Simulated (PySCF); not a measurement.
HOSn, SMILES [OH+]=[Sn] (connectivity only; charge and spin as stated), charge +1, multiplicity 1.

Geometry: r2SCAN-D4/def2-TZVP. The isomer is the one that the SMILES or the coordinates give; other isomers of the formula were not compared. The def2 effective core potentials stand for the cores of Sn; spin–orbit coupling is left out.

All values below come from TDA-M06-2X/def2-TZVPD in PySCF 2.14.0.

Vertical excitations; the highest root listed may be one member of a degenerate set. Isolated molecule, no solvent. State labels are in the subgroup C2v.

Computed excitation energies, oscillator strengths and character:
```csv
state,symmetry,energy (eV),λ (nm),f,main pairs
S1,A2,5.75,216,0.000,"HOMO→LUMO 49 %, HOMO−1→LUMO+1 49 %"
S2,A1,6.05,205,0.000,"HOMO→LUMO+1, HOMO−1→LUMO (degenerate set)"
S3,A2,6.05,205,0.000,"HOMO−1→LUMO+1, HOMO→LUMO (degenerate set)"
S4,B1,7.13,174,0.269,HOMO−2→LUMO (degenerate set)
S5,B2,7.13,174,0.269,HOMO−2→LUMO+1 (degenerate set)
S6,A1,7.84,158,0.064,"HOMO−1→LUMO 41 %, HOMO→LUMO+1 41 %, HOMO−2→LUMO+2 12 %"
S7,B2,8.49,146,0.093,HOMO→LUMO+2 (degenerate set)
S8,B1,8.49,146,0.093,HOMO−1→LUMO+2 (degenerate set)
S9,A1,9.68,128,1.295,HOMO−2→LUMO+2 85 %
S10,B1,10.87,114,0.020,"HOMO−1→LUMO+4 56 %, HOMO−1→LUMO+3 34 %"
T1,B2,4.71,263,0,HOMO−2→LUMO+1 (degenerate set)
T2,B1,4.71,263,0,HOMO−2→LUMO (degenerate set)
T3,A1,5.43,228,0,"HOMO→LUMO+1 48 %, HOMO−1→LUMO 48 %"
T4,A1,5.66,219,0,"HOMO−1→LUMO 49 %, HOMO→LUMO+1 49 %"
```
Triplets are in the Tamm–Dancoff approximation.
